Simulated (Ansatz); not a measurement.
A short molecular-dynamics run on Ga₂H₆N₂, SMILES `[NH2][Ga]([NH2])[GaH2]`.

```yaml
crystal:
  periodic: [false, false, false]
  atoms:
    - {symbol: N, position_ang: [-1.796638, 0.293877, -0.648576]}
    - {symbol: Ga, position_ang: [-0.122108, -0.124795, -0.049070]}
    - {symbol: N, position_ang: [0.206186, -1.921393, 0.007575]}
    - {symbol: Ga, position_ang: [1.529340, 1.565123, 0.616543]}
    - {symbol: H, position_ang: [-2.447780, -0.384400, -1.007459]}
    - {symbol: H, position_ang: [-2.098117, 1.231954, -0.845448]}
    - {symbol: H, position_ang: [1.031898, -2.323006, 0.415674]}
    - {symbol: H, position_ang: [-0.490930, -2.623239, -0.177573]}
    - {symbol: H, position_ang: [2.565947, 2.173775, -0.404755]}
    - {symbol: H, position_ang: [1.622213, 2.112114, 2.093089]}
basis:
  gaussian: {orbitals: def2-SVP}
hamiltonian: {xc: {name: PBE}}
md: {timestep: 1 fs, n_steps: 20, ensemble: nve, temperature: 700, initial_velocities: maxwell_boltzmann, seed: 173}
```

```sh
$ ansatz run in.yaml --threads 4 --pin off --events-out ev --progress --plain --max-ram 10444MiB
```

| step | time (fs) | potential energy (eV) | kinetic (eV) | T (K) | conserved (eV) |
| --- | --- | --- | --- | --- | --- |
| 0 | 0.0 | -107799.0691 | 0.7239 | 700 | -107798.3453 |
| 1 | 1.0 | -107799.0385 | 0.6963 | 673 | -107798.3422 |
| 2 | 2.0 | -107798.9383 | 0.6030 | 583 | -107798.3353 |
| 3 | 3.0 | -107798.8697 | 0.5366 | 519 | -107798.3331 |
| 4 | 4.0 | -107798.8709 | 0.5355 | 518 | -107798.3354 |
| 5 | 5.0 | -107798.9038 | 0.5626 | 544 | -107798.3411 |
| 6 | 6.0 | -107798.8833 | 0.5396 | 522 | -107798.3437 |
| 7 | 7.0 | -107798.7829 | 0.4478 | 433 | -107798.3351 |
| 8 | 8.0 | -107798.7223 | 0.3917 | 379 | -107798.3306 |
| 9 | 9.0 | -107798.7589 | 0.4184 | 405 | -107798.3404 |
| 10 | 10.0 | -107798.7661 | 0.4230 | 409 | -107798.3431 |
| 11 | 11.0 | -107798.6976 | 0.3604 | 349 | -107798.3372 |
| 12 | 12.0 | -107798.6321 | 0.2989 | 289 | -107798.3332 |
| 13 | 13.0 | -107798.6316 | 0.2983 | 288 | -107798.3333 |
| 14 | 14.0 | -107798.6953 | 0.3582 | 346 | -107798.3370 |
| 15 | 15.0 | -107798.7639 | 0.4215 | 408 | -107798.3424 |
| 16 | 16.0 | -107798.7633 | 0.4220 | 408 | -107798.3413 |
| 17 | 17.0 | -107798.7210 | 0.3886 | 376 | -107798.3324 |
| 18 | 18.0 | -107798.7562 | 0.4219 | 408 | -107798.3343 |
| 19 | 19.0 | -107798.8452 | 0.5023 | 486 | -107798.3428 |
| 20 | 20.0 | -107798.8686 | 0.5266 | 509 | -107798.3421 |

Velocities are drawn at the set temperature; a run this short doesn't reach equilibrium.

Frames (Å, forces in eV/Å):

```xyz
10
time=0.0 fs
N    -1.797    0.294   -0.649    0.386   -0.123    0.284
Ga   -0.122   -0.125   -0.049    0.195    0.199    0.078
N     0.206   -1.921    0.008   -0.047    0.470   -0.147
Ga    1.529    1.565    0.617   -0.123   -0.125   -0.049
H    -2.448   -0.384   -1.007   -0.452   -0.476   -0.248
H    -2.098    1.232   -0.845   -0.212    0.654   -0.136
H     1.032   -2.323    0.416    0.576   -0.281    0.283
H    -0.491   -2.623   -0.178   -0.488   -0.487   -0.132
H     2.566    2.174   -0.405    0.137    0.087   -0.109
H     1.622    2.112    2.093    0.028    0.082    0.175
10
time=1.0 fs
N    -1.799    0.293   -0.644    0.278   -0.860    0.275
Ga   -0.124   -0.127   -0.052    0.207    0.565    0.123
N     0.211   -1.908    0.005    0.388   -1.275    0.287
Ga    1.531    1.565    0.619   -0.163   -0.194   -0.267
H    -2.451   -0.385   -1.021   -0.243   -0.305   -0.140
H    -2.093    1.219   -0.848   -0.371    1.239   -0.259
H     1.063   -2.302    0.462   -0.867    0.230   -0.436
H    -0.526   -2.623   -0.149    0.580    0.361    0.155
H     2.564    2.139   -0.436    0.115    0.087   -0.004
H     1.596    2.118    2.085    0.077    0.151    0.267
10
time=2.0 fs
N    -1.801    0.291   -0.639   -0.119   -1.076    0.075
Ga   -0.126   -0.129   -0.054    0.221    0.931    0.165
N     0.216   -1.895    0.002    0.570   -2.470    0.666
Ga    1.533    1.565    0.620   -0.181   -0.239   -0.464
H    -2.456   -0.388   -1.036    0.056   -0.019    0.032
H    -2.092    1.217   -0.853   -0.338    1.186   -0.256
H     1.085   -2.279    0.505   -1.744    0.484   -0.940
H    -0.556   -2.619   -0.118    1.337    0.918    0.285
H     2.562    2.105   -0.468    0.076    0.082    0.119
H     1.570    2.125    2.079    0.121    0.204    0.318
10
time=3.0 fs
N    -1.804    0.289   -0.634   -0.645   -0.668   -0.247
Ga   -0.128   -0.131   -0.057    0.241    1.272    0.200
N     0.222   -1.884   -0.001    0.579   -3.025    0.883
Ga    1.536    1.565    0.622   -0.188   -0.263   -0.615
H    -2.461   -0.391   -1.050    0.309    0.236    0.189
H    -2.094    1.228   -0.861   -0.131    0.539   -0.114
H     1.090   -2.252    0.539   -2.015    0.499   -1.149
H    -0.572   -2.607   -0.085    1.658    1.097    0.285
H     2.562    2.072   -0.498    0.031    0.078    0.249
H     1.545    2.134    2.076    0.161    0.234    0.318
10
time=4.0 fs
N    -1.807    0.286   -0.629   -1.075    0.034   -0.546
Ga   -0.130   -0.133   -0.059    0.260    1.573    0.223
N     0.228   -1.876   -0.002    0.469   -2.982    0.865
Ga    1.538    1.565    0.624   -0.198   -0.268   -0.706
H    -2.463   -0.392   -1.063    0.431    0.364    0.272
H    -2.097    1.243   -0.870    0.119   -0.281    0.084
H     1.077   -2.219    0.561   -1.729    0.323   -1.037
H    -0.573   -2.584   -0.050    1.533    0.916    0.208
H     2.562    2.040   -0.526   -0.009    0.081    0.372
H     1.522    2.145    2.076    0.198    0.240    0.265
10
time=5.0 fs
N    -1.810    0.283   -0.624   -1.257    0.681   -0.704
Ga   -0.132   -0.135   -0.062    0.270    1.829    0.231
N     0.234   -1.869   -0.004    0.248   -2.362    0.494
Ga    1.540    1.565    0.626   -0.218   -0.259   -0.735
H    -2.460   -0.390   -1.073    0.396    0.328    0.255
H    -2.099    1.255   -0.877    0.298   -0.889    0.247
H     1.047   -2.184    0.574   -0.879   -0.022   -0.538
H    -0.560   -2.552   -0.012    0.944    0.381    0.106
H     2.561    2.008   -0.550   -0.036    0.092    0.477
H     1.501    2.159    2.078    0.233    0.222    0.168
10
time=6.0 fs
N    -1.815    0.280   -0.620   -1.158    1.085   -0.673
Ga   -0.134   -0.136   -0.065    0.263    2.043    0.228
N     0.241   -1.864   -0.004   -0.048   -1.285   -0.316
Ga    1.542    1.565    0.628   -0.253   -0.242   -0.709
H    -2.454   -0.384   -1.081    0.224    0.143    0.142
H    -2.098    1.259   -0.883    0.359   -1.111    0.323
H     1.008   -2.148    0.581    0.461   -0.482    0.368
H    -0.537   -2.517    0.027   -0.068   -0.448    0.041
H     2.561    1.978   -0.570   -0.045    0.111    0.554
H     1.481    2.174    2.083    0.266    0.186    0.043
10
time=7.0 fs
N    -1.820    0.279   -0.617   -0.839    1.147   -0.469
Ga   -0.136   -0.138   -0.067    0.232    2.228    0.220
N     0.247   -1.860   -0.005   -0.227   -0.256   -1.288
Ga    1.543    1.565    0.629   -0.303   -0.221   -0.643
H    -2.446   -0.378   -1.087   -0.021   -0.129   -0.033
H    -2.094    1.253   -0.885    0.298   -0.908    0.292
H     0.974   -2.118    0.592    1.762   -0.856    1.355
H    -0.515   -2.486    0.066   -1.163   -1.280    0.057
H     2.560    1.948   -0.584   -0.035    0.138    0.600
H     1.465    2.192    2.087    0.295    0.138   -0.091
10
time=8.0 fs
N    -1.826    0.278   -0.613   -0.428    0.793   -0.163
Ga   -0.138   -0.138   -0.069    0.179    2.399    0.219
N     0.254   -1.856   -0.007   -0.038   -0.119   -1.587
Ga    1.545    1.565    0.630   -0.367   -0.201   -0.551
H    -2.438   -0.372   -1.093   -0.235   -0.378   -0.195
H    -2.086    1.237   -0.885    0.130   -0.312    0.149
H     0.956   -2.095    0.616    2.079   -0.858    1.633
H    -0.504   -2.467    0.106   -1.637   -1.579    0.100
H     2.558    1.920   -0.593   -0.003    0.170    0.612
H     1.451    2.211    2.091    0.320    0.084   -0.217
10
time=9.0 fs
N    -1.832    0.278   -0.610   -0.086    0.065    0.129
Ga   -0.140   -0.139   -0.072    0.112    2.558    0.233
N     0.260   -1.852   -0.010    0.350   -1.125   -0.729
Ga    1.547    1.565    0.632   -0.444   -0.186   -0.448
H    -2.432   -0.370   -1.102   -0.318   -0.482   -0.263
H    -2.078    1.219   -0.883   -0.096    0.516   -0.075
H     0.959   -2.081    0.656    1.209   -0.488    0.862
H    -0.508   -2.463    0.147   -1.116   -1.094    0.021
H     2.557    1.893   -0.596    0.050    0.205    0.589
H     1.441    2.230    2.093    0.339    0.033   -0.319
10
time=10.0 fs
N    -1.838    0.277   -0.607    0.047   -0.720    0.268
Ga   -0.142   -0.139   -0.074    0.048    2.681    0.260
N     0.267   -1.848   -0.014    0.551   -2.534    0.678
Ga    1.549    1.565    0.633   -0.530   -0.178   -0.344
H    -2.429   -0.372   -1.113   -0.234   -0.387   -0.195
H    -2.071    1.206   -0.882   -0.282    1.201   -0.282
H     0.973   -2.071    0.704    0.009   -0.060   -0.314
H    -0.524   -2.470    0.187   -0.080   -0.230   -0.215
H     2.556    1.868   -0.593    0.121    0.239    0.533
H     1.433    2.250    2.092    0.351   -0.012   -0.389
10
time=11.0 fs
N    -1.844    0.277   -0.604   -0.073   -1.067    0.162
Ga   -0.144   -0.139   -0.077    0.004    2.737    0.293
N     0.273   -1.847   -0.017    0.523   -3.591    1.870
Ga    1.551    1.565    0.634   -0.622   -0.179   -0.247
H    -2.429   -0.379   -1.126   -0.047   -0.145   -0.031
H    -2.066    1.204   -0.884   -0.325    1.301   -0.339
H     0.987   -2.062    0.749   -0.834    0.219   -1.236
H    -0.540   -2.479    0.226    0.815    0.500   -0.497
H     2.556    1.846   -0.585    0.206    0.270    0.450
H     1.429    2.270    2.087    0.354   -0.045   -0.423
10
time=12.0 fs
N    -1.851    0.275   -0.600   -0.349   -0.779   -0.147
Ga   -0.146   -0.138   -0.079   -0.011    2.702    0.317
N     0.281   -1.848   -0.019    0.393   -4.048    2.558
Ga    1.552    1.565    0.636   -0.713   -0.191   -0.167
H    -2.429   -0.386   -1.139    0.143    0.126    0.145
H    -2.064    1.214   -0.889   -0.219    0.734   -0.205
H     0.994   -2.051    0.782   -1.189    0.331   -1.712
H    -0.548   -2.483    0.260    1.299    0.892   -0.720
H     2.558    1.826   -0.573    0.298    0.295    0.347
H     1.429    2.289    2.077    0.348   -0.063   -0.416
10
time=13.0 fs
N    -1.857    0.273   -0.597   -0.600   -0.128   -0.486
Ga   -0.147   -0.137   -0.081    0.004    2.571    0.326
N     0.288   -1.852   -0.019    0.232   -3.929    2.709
Ga    1.554    1.564    0.637   -0.796   -0.214   -0.112
H    -2.427   -0.393   -1.150    0.257    0.323    0.260
H    -2.064    1.232   -0.895   -0.060   -0.124    0.024
H     0.988   -2.037    0.798   -1.113    0.311   -1.750
H    -0.544   -2.479    0.288    1.354    0.943   -0.833
H     2.564    1.809   -0.558    0.389    0.311    0.234
H     1.431    2.308    2.064    0.332   -0.064   -0.370
10
time=14.0 fs
N    -1.864    0.271   -0.594   -0.693    0.508   -0.694
Ga   -0.149   -0.136   -0.083    0.040    2.354    0.315
N     0.296   -1.858   -0.017    0.057   -3.293    2.280
Ga    1.555    1.564    0.638   -0.859   -0.247   -0.096
H    -2.423   -0.396   -1.160    0.261    0.386    0.275
H    -2.065    1.248   -0.902    0.060   -0.840    0.224
H     0.973   -2.020    0.798   -0.634    0.190   -1.339
H    -0.527   -2.465    0.307    0.993    0.671   -0.805
H     2.572    1.795   -0.540    0.467    0.317    0.128
H     1.437    2.326    2.048    0.309   -0.047   -0.288
10
time=15.0 fs
N    -1.871    0.269   -0.591   -0.589    0.917   -0.700
Ga   -0.151   -0.134   -0.086    0.083    2.076    0.291
N     0.304   -1.867   -0.013   -0.120   -2.215    1.195
Ga    1.556    1.564    0.639   -0.892   -0.286   -0.128
H    -2.417   -0.396   -1.166    0.162    0.308    0.188
H    -2.066    1.257   -0.907    0.105   -1.190    0.328
H     0.951   -2.001    0.785    0.245    0.000   -0.438
H    -0.500   -2.446    0.318    0.209    0.093   -0.602
H     2.586    1.784   -0.521    0.519    0.309    0.043
H     1.446    2.344    2.028    0.277   -0.012   -0.176
10
time=16.0 fs
N    -1.879    0.268   -0.589   -0.324    1.005   -0.509
Ga   -0.153   -0.133   -0.088    0.121    1.767    0.261
N     0.311   -1.877   -0.009   -0.234   -0.901   -0.387
Ga    1.558    1.563    0.640   -0.882   -0.327   -0.211
H    -2.409   -0.393   -1.171   -0.005    0.121    0.026
H    -2.065    1.254   -0.908    0.072   -1.111    0.311
H     0.931   -1.982    0.768    1.353   -0.192    0.795
H    -0.471   -2.425    0.324   -0.874   -0.686   -0.233
H     2.604    1.776   -0.502    0.533    0.288   -0.008
H     1.458    2.362    2.007    0.240    0.035   -0.045
10
time=17.0 fs
N    -1.887    0.267   -0.587    0.025    0.711   -0.180
Ga   -0.155   -0.130   -0.090    0.146    1.462    0.237
N     0.319   -1.888   -0.005   -0.167    0.181   -1.654
Ga    1.559    1.563    0.641   -0.826   -0.360   -0.338
H    -2.401   -0.388   -1.176   -0.176   -0.102   -0.150
H    -2.064    1.240   -0.906   -0.029   -0.612    0.171
H     0.925   -1.964    0.759    2.106   -0.291    1.695
H    -0.451   -2.411    0.327   -1.780   -1.331    0.147
H     2.627    1.771   -0.482    0.502    0.253   -0.018
H     1.471    2.380    1.986    0.199    0.088    0.091
10
time=18.0 fs
N    -1.895    0.267   -0.586    0.352    0.047    0.185
Ga   -0.157   -0.128   -0.092    0.157    1.179    0.229
N     0.326   -1.899   -0.002    0.050    0.563   -1.590
Ga    1.560    1.563    0.642   -0.724   -0.377   -0.490
H    -2.395   -0.385   -1.182   -0.280   -0.262   -0.260
H    -2.063    1.221   -0.903   -0.173    0.197   -0.070
H     0.938   -1.950    0.765    1.865   -0.290    1.501
H    -0.448   -2.409    0.332   -1.831   -1.403    0.272
H     2.655    1.768   -0.463    0.428    0.207    0.010
H     1.487    2.398    1.965    0.156    0.137    0.214
10
time=19.0 fs
N    -1.903    0.267   -0.584    0.552   -0.751    0.437
Ga   -0.158   -0.125   -0.094    0.163    0.918    0.237
N     0.334   -1.910   -0.001    0.150    0.316   -0.351
Ga    1.560    1.562    0.643   -0.585   -0.368   -0.637
H    -2.391   -0.384   -1.190   -0.275   -0.286   -0.248
H    -2.064    1.203   -0.900   -0.307    1.009   -0.322
H     0.970   -1.938    0.786    0.814   -0.287    0.432
H    -0.462   -2.421    0.340   -0.943   -0.874    0.082
H     2.687    1.767   -0.444    0.317    0.153    0.066
H     1.504    2.418    1.947    0.114    0.169    0.304
10
time=20.0 fs
N    -1.910    0.267   -0.582    0.560   -1.216    0.432
Ga   -0.160   -0.123   -0.096    0.174    0.668    0.256
N     0.341   -1.920    0.001    0.032   -0.079    1.008
Ga    1.561    1.562    0.644   -0.421   -0.326   -0.751
H    -2.390   -0.386   -1.201   -0.175   -0.172   -0.118
H    -2.067    1.195   -0.901   -0.356    1.352   -0.433
H     1.009   -1.929    0.812   -0.314   -0.333   -0.666
H    -0.486   -2.442    0.348    0.245   -0.161   -0.210
H     2.723    1.767   -0.424    0.181    0.094    0.135
H     1.522    2.440    1.931    0.073    0.174    0.347
```

Run time 23 s (4 threads of an Arm Neoverse V2 on a shared host); peak host memory 0.5 GiB.
